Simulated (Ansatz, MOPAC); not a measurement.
Donor–acceptor adduct: BH3 (SMILES B) (first 4 atoms) with CHN (SMILES C#N); geometry from B3LYP-D3(BJ)/def2-TZVP, rigid monomers moved along the line of their centres of mass till B1···N6 is 1.77 Å.
(charge 0, multiplicity 1):
```csv
atom,x (Å),y (Å),z (Å)
B,-0.0969,0.0482,0.7696
H,0.6659,0.9271,0.4507
H,0.2039,-1.0311,0.3220
H,-1.2557,0.3333,0.5912
C,0.1943,-0.2104,3.6580
N,0.0803,-0.1092,2.5274
H,0.3007,-0.3049,4.7140
```

Interaction energies are E(AB) − E(A) − E(B) at the monomers' geometry in the complex; basis-set methods are counterpoise corrected.

The state that AM1 reach isn't checked.

Programs: Ansatz (an electronic-structure program); MOPAC for AM1 (differences of heats of formation). Each number belongs to the level named beside it.

One of these levels gives -108.3 kJ/mol for the interaction energy. Which one is it?
(A) B3LYP/def2-TZVPPD
(B) PBE/def2-TZVPPD
(C) HF/aug-cc-pVDZ
(D) AM1

D, AM1. The others give -74.1 (HF/aug-cc-pVDZ), -141.7 (PBE/def2-TZVPPD), -118.2 (B3LYP/def2-TZVPPD)
